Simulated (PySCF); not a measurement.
Unknowns

- coordinates at the GFN2-xTB level
- shieldings: GIAO PBE0/pcSseg-1
- program: PySCF
- isolated molecule, single conformer, non-relativistic, equivalent nuclei averaged

Shifts are taken against calculated references (same method and geometry level): TMS for ¹H, ¹³C. Splittings of carbon signals by F and P are missing where no couplings were computed. Where no couplings were computed, multiplicities follow the n + 1 count of equivalent neighbours, and m marks all less simple cases (inequivalent or close neighbours, rings, F or P nearby). Shifts are as computed. Against solution values, carbons near 30 ppm lie about +3 ppm off and those near 130 ppm about +5 ppm. Of 1211 compounds with measured shifts, 218 miss one by over three times the rms of a fit or turn the order of signals round; such compounds aren't used in these exercises.

(1) C$_{7}$H$_{5}$FO$_{2}$. ¹H NMR (500 MHz, computed): δ 6.86 (m, 1H), 6.09 (d, 1H), 2.12 (s, 3H). ¹³C{¹H} NMR (computed): δ 183.4 (C), 177.4 (C), 160.1 (C), 147.7 (CH), 133.6 (C), 131.6 (CH), 15.8 (CH3). Identify the compound.

(2) C$_{5}$H$_{8}$O$_{2}$. ¹H NMR (300 MHz, computed): δ 7.97 (m, 1H), 5.07 (m, 1H), 4.82 (m, 1H), 2.44 (q, 2H), 1.16 (t, 3H). ¹³C{¹H} NMR (computed): δ 176.8 (C), 149.3 (CH), 100.8 (CH2), 30.8 (CH2), 10.4 (CH3). What is it?

## Answers

(1) `CC1=C(F)C(=O)C(=O)C=C1`. The formula gives 5 degrees of unsaturation (1 ring in the answer). 7 carbon signals for 7 carbons: no two carbons are equivalent. Carbon types of the structure: 4 × C, 2 × CH, 1 × CH3, which accounts for all hydrogens. δC 183.4, 177.4: ketone carbonyl carbon; low-lying n→π* states of the double bond to the heteroatom give a large paramagnetic term (-248 ppm). δC 160.1, 131.6: α carbon of a C=C–C=O unit; the olefinic region. δC 147.7, 133.6: β carbon of a C=C–C=O unit; conjugation with the carbonyl draws π density from the β position. δH 2.12: hydrogen on an allylic methyl carbon; allylic position.

The shifts were computed for this structure.

(2) SMILES CCC(OC=C)=O. The formula gives 2 degrees of unsaturation (no ring in the answer). 5 carbon signals for 5 carbons: no two carbons are equivalent. Carbon types of the structure: 1 × C, 1 × CH, 2 × CH2, 1 × CH3, which accounts for all hydrogens. δC 176.8: ester carbonyl carbon; it is a carbonyl in resonance with an O or N lone pair, the region of acids, esters and amides. δC 149.3: alkene carbon bearing oxygen; an sp2 carbon further deshielded by the attached heteroatom. δC 100.8: β carbon of an enol-ether or enamine type C=C; the O or N lone pair pushes π density onto this β carbon and shields it. δC 30.8: sp3 CH2 α to a carbonyl; α to the electron-withdrawing carbonyl group.

This is the structure that produced the data.
